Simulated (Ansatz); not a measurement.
Geometry optimisation, RKS PBE0-D4/def2-SVP in Ansatz.

input.yaml

```yaml
crystal:
  periodic: [false, false, false]
  atoms:
    - { symbol: W, position_ang: [0.0, 0.0, 0.0] }
    - { symbol: F, position_ang: [0.0, 0.0, 1.85] }
    - { symbol: Cl, position_ang: [2.39, 0.0, 0.0] }
    - { symbol: Cl, position_ang: [0.0, 2.39, 0.0] }
    - { symbol: F, position_ang: [-1.85, 0.0, 0.0] }
    - { symbol: Cl, position_ang: [0.0, -2.39, 0.0] }
    - { symbol: Cl, position_ang: [0.0, 0.0, -2.39] }
basis:
  gaussian: { orbitals: def2-SVP }
hamiltonian:
  xc: pbe0
  dispersion: d4
relax:
  f_tol: 0.02
  max_steps: 40
output:
  orbitals: {}
```

Run as:

```bash
$ ansatz run input.yaml --threads 4 --pin off --max-ram 5120MiB --backend cpu --events-out ev --progress --plain --runs-dir out
```

Where does it end, and by what steps?

The run converged. After 4 steps the energy has fallen by 0.407 eV; Cl4 moved furthest, 0.11 Å.

```
step  energy less start (eV)  largest force component (eV/Å)  accepted
   0                  0.0000                           1.748       yes
   1                 -0.1610                           1.765       yes
   2                 -0.4055                           0.115       yes
   3                 -0.4069                           0.050       yes
   4                 -0.4071                           0.016       yes
```

```xyz
7
Properties=species:S:1:pos:R:3
W 0.050 0.000 -0.050
F 0.010 0.000 1.808
Cl 2.327 0.000 0.001
Cl -0.019 2.288 0.019
F -1.808 0.000 -0.010
Cl -0.019 -2.288 0.019
Cl -0.001 0.000 -2.327
```

Whether the end is a true minimum wasn't checked by a vibrational analysis.

The run took 17 s on 4 threads of Arm Neoverse V2, with other jobs on the host, peak memory 0.4 GiB.
